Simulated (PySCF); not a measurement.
[Cd(F)(NH2)], neutral singlet in the gas phase. 

Cartesian coordinates (Å):
```xyz
5

Cd    -0.1069    -0.0890     0.0785
F      1.0044    -1.1965    -1.0644
N     -1.2037     1.2174     1.1574
H     -0.9244     1.1369     2.1492
H     -2.1889     0.9055     1.1420
```
Charge 0, spin multiplicity 1.

All levels are single points at this geometry (BP86-D3(BJ)/def2-SVP); Pople sets use spherical d functions. Orbital energies aren't observables, and empty levels follow the basis.

| level | HOMO (eV) | LUMO (eV) | gap (eV) | dipole (D) | vertical IE, Delta-SCF (eV) |
|---|---|---|---|---|---|
| B3LYP-D3(BJ)/def2-TZVP in PySCF | -7.40 | -1.82 | 5.57 | 2.99 | – |
| TPSSh-D3(BJ)/def2-TZVP in PySCF | -6.82 | -1.81 | 5.01 | 2.91 | – |
| B3LYP/6-311+G** (LANL2DZ on Cd) in PySCF | -7.29 | -1.99 | 5.30 | 3.13 | – |
| B3LYP/6-31G* (LANL2DZ on Cd) in PySCF | -6.79 | -1.45 | 5.34 | 2.68 | 9.51 |
| M06-2X/6-31G* (LANL2DZ on Cd) in PySCF | -8.39 | -0.31 | 8.08 | 2.77 | – |
| SVWN5/6-31G* (LANL2DZ on Cd) in PySCF | -5.84 | -2.25 | 3.60 | 2.71 | 9.62 |
